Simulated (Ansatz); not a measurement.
Isolated molecules relaxed with PBE0-D4/def2-TZVP in Ansatz; ΔE leaves out vibrations. CCSD(T)/CBS adds triple-zeta CCSD(T) − MP2 to the extrapolated MP2 energy (def2 sets, frozen cores). This one scheme is used for every species. DFT in def2-TZVPP. HSE06 is defined as in plane-wave codes. One conformer a species, not always the lowest.

Consider the hydrogenolysis of a C–C bond: `FCCC(F)(F)CF` + H₂ → `CC(F)(F)CF` + fluoromethane.

`FCCC(F)(F)CF`:

Z-matrix (Å, degrees):
```
C
C 1 1.514
F 1 1.384 2 108.0
H 1 1.092 2 111.2 3 118.4
H 1 1.091 2 112.5 3 -118.9
C 2 1.510 1 115.2 3 -170.7
H 2 1.093 1 108.5 3 -51.6
H 2 1.093 1 110.3 3 66.1
F 6 1.365 2 108.5 1 174.6
F 6 1.361 2 109.5 1 58.5
C 6 1.517 2 117.7 1 -66.0
F 11 1.373 6 110.5 2 60.9
H 11 1.093 6 108.5 2 -179.6
H 11 1.093 6 109.6 2 -59.4
```

H₂:

Z-matrix (Å, degrees):
```
H
H 1 0.746
```

`CC(F)(F)CF`:

Z-matrix (Å, degrees):
```
C
C 1 1.500
H 1 1.090 2 110.1
H 1 1.089 2 109.7 3 -120.2
H 1 1.090 2 109.0 3 119.9
F 2 1.362 1 109.4 3 -176.2
F 2 1.367 1 110.2 3 -59.5
C 2 1.516 1 115.7 3 60.6
F 8 1.373 2 110.1 1 54.7
H 8 1.093 2 109.0 1 174.3
H 8 1.093 2 109.5 1 -65.2
```

`CF`:

Cartesian coordinates in Å:
```
C -0.019 -0.054 -0.021
F 0.400 1.169 0.451
H -1.046 0.034 -0.382
H 0.028 -0.785 0.790
H 0.637 -0.365 -0.838
```

CCSD(T)/CBS gives -0.59 eV.

Another level gave -0.59 eV. Which?
A. LDA (SPW92)/def2-TZVPP
B. HSE06/def2-TZVPP
C. BLYP-D4/def2-TZVPP
D. revPBE-D4/def2-TZVPP

C. BLYP-D4 -0.59, HSE06 -0.66, revPBE-D4 -0.53, LDA (SPW92) -0.48 eV.

What do rigid-rotor, harmonic-oscillator terms from PBE0-D4/def2-TZVP frequencies (298.15 K, 1 bar) make of the CCSD(T)/CBS value? (An estimate is asked.)

Ansatz gave: ΔZPE = +0.20 eV, ΔH = -0.42 eV, ΔS = 41 J/(mol·K), ΔG = -0.55 eV.

Largest T1 diagnostic among the species: 0.011.

The D4 term adds +0.10 eV with B3LYP and +0.06 eV with PBE0; it sums over pairs of atoms, weighted by their polarisabilities, and B3LYP, whose exchange is more repulsive, gets the larger term. From r2SCAN to r2SCAN0 (25 % exact exchange), in def2-TZVPP and without D4, ΔE moves by −0.03 eV.

B3LYP here is the variant with VWN-RPA as its local correlation; programs differ in this.
